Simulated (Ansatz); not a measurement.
Ideal-gas functions of `[GeH3][SiH]1BO1` at 800 K and 1 bar, from an Ansatz frequency run at PBE0-D4/def2-TZVP.

Molar mass 132.55 g/mol, point group C1 (symmetry number 1), electronic degeneracy 1, moments of inertia 42.495, 318.605, 329.421 u Å². Harmonic wavenumbers (cm⁻¹, unscaled): 77, 131, 174, 335, 457, 467, 554, 618, 728, 742, 766, 816, 877, 881, 973, 1340, 2144, 2152, 2161, 2213, 2689.

Use S(trans) = R[1.5 ln M + 2.5 ln T − 1.1517]; rotational temperatures θ = 24.2544 K / I; S(rot) = R[ln(√π/σ · √(T³/θAθBθC)) + 1.5]; for each mode x = 1.438777 ν̃/T, S = R[x/(eˣ − 1) − ln(1 − e⁻ˣ)] and H = RT x/(eˣ − 1); 1 cm⁻¹ = 0.0119627 kJ/mol; R = 8.31446 J/(mol·K).

Q: By hand: the entropy, in J/(mol·K).

A: Translation 190.3. Rotation: θ = 0.5708, 0.0761, 0.0736 K, giving 124.5. Vibration, mode by mode: 24.76, 20.35, 18.01, 12.65, 10.18, 10.01, 8.68, 7.85, 6.64, 6.51, 6.28, 5.83, 5.34, 5.31, 4.65, 2.76, 0.87, 0.86, 0.85, 0.79, 0.39, in all 159.6. Electronic 0.0. Sum 474.4 J/(mol·K).

Q: By hand: H − E and G − E in kJ/mol, counted from the electronic energy.

A: Zero-point energy ½ × 21295 × 0.0119627 = 127.4; thermal vibration 62.9; translation, rotation and pV give 4 RT = 26.6. H − E = 216.9 kJ/mol, and G − E = 216.9 − 800 × 474.4/1000 = -162.6 kJ/mol.

Vibration gives 34 % of the entropy, 45.1 J/(mol·K) of it from the modes under 150 cm⁻¹: soft modes count most, and the harmonic formula is weakest for them. The sum counts one conformer and one mirror image; others add a mixing term.
